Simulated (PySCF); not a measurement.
# Working out the ionisation energy of Te

Te [Kr] 4d10 5s2 5p4 (3P) → Te⁺ [Kr] 4d10 5s2 5p3 (4S). Calculation: PySCF 2.14, in aug-cc-pwCVTZ-PP with ECP28MDF; a scalar-relativistic core potential. Frozen: nothing. Energies in hartree (1 hartree = 27.21139 eV):

```csv
part,Te (lower),Te⁺ (upper)
UHF,-267.006858,-266.722439
MP2 opposite-spin,-0.565853,-0.544109
MP2 same-spin,-0.289456,-0.284566
```

What does Hartree-Fock give?

(-266.722439) − (-267.006858) = 0.284419 hartree = 7.739 eV.

What do MP2 and SCS-MP2 (6/5 opposite-spin, 1/3 same-spin) give?

The opposite-spin parts differ by 0.592 eV and the same-spin parts by 0.133 eV. MP2: 7.739 + (0.592) + (0.133) = 8.464 eV. SCS-MP2: 7.739 + 1.2 × (0.592) + (0.133)/3 = 8.494 eV.

Measured between the centres of the two terms (NIST): 8.749 eV, so MP2 (valence and next inner shell) is off by -0.285 eV.

What remains against the reference includes basis incompleteness and correlation beyond second order.
